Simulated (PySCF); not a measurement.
# HTiO: from structure and modes to constants

Level of theory: UPBE0 in PySCF with Ti def2-TZVP, O def2-TZVP, H def2-TZVP; no relativity; density-fitted integrals.

The doublet minimum has Cs symmetry. Masses (u): Ti 47.94795, O 15.99492, H 1.00782.

```xyz
3
charge 0 multiplicity 2, angstrom
Ti   -0.2199   -0.0082    0.3135
O     0.6168    0.0231   -1.0578
H     0.6575    0.0246    1.8768
```

Harmonic wavenumbers (cm⁻¹): 412.0 (a', ×1), 1066.0 (a', ×1), 1556.4 (a', ×1).

What is the harmonic zero-point energy?

Half the sum of all 3 wavenumbers, 3034/2 = 1517 cm⁻¹, which is 18.1 kJ/mol (1 cm⁻¹ = 0.0119627 kJ/mol).

Find the vibrational entropy and heat capacity at 298.15 K.

With u = 1.43878 ω/T, each mode gives S = R[u/(eᵘ−1) − ln(1−e⁻ᵘ)] and C = R u² eᵘ/(eᵘ−1)².
```csv
ω (cm⁻¹),u,S (J/(mol K)),C (J/(mol K))
412.0,1.988,3.85,6.04
1066.0,5.144,0.30,1.30
1556.4,7.511,0.04,0.26
```
The sums over all modes are S = 4.2 and C = 7.6 J/(mol K); the softest mode gives 92 % of the entropy.

Give the standard entropy (298.15 K, 1 bar) by its translational, rotational, vibrational and spin parts, and Cp.

Sackur–Tetrode with M = 64.95 u gives 160.9; rotation with symmetry number 1 gives 81.3; vibration 4.2; spin R ln 2 = 5.8. The total is 252.1 J/(mol K), and Cp = 4 R + 7.6 = 40.9 J/(mol K).

This need not be the most stable arrangement of these atoms. Other spin states or occupations of the open shell can lie lower.
